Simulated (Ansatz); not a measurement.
A structure relaxed at PBE0-D4/def2-TZVPD in Ansatz, charge -1, doublet:

```
atom   x (Å)   y (Å)   z (Å)
 Cu1  -0.008  -0.028   0.012
 Cu2  -0.629  -2.121   0.925
 Te3   0.637   2.149  -0.938
```

(1) Give its formula and point group.

(2) Summarise the bond lengths by kind (pairs closer than 1.2 times the sum of covalent radii, bridged metal pairs left out).

## Answers

(1) Cu₂Te⁻. Point group C∞v (tolerance 0.1 Å).

(2) 1 × Cu–Cu 2.37 Å; 1 × Cu–Te 2.46 Å.

In the def2 sets Te takes a core potential; there is no spin–orbit coupling. Another isomer (doublet) lies 0.43 eV lower at PBE0-D4/def2-TZVPD; other spin states weren't run for this one.
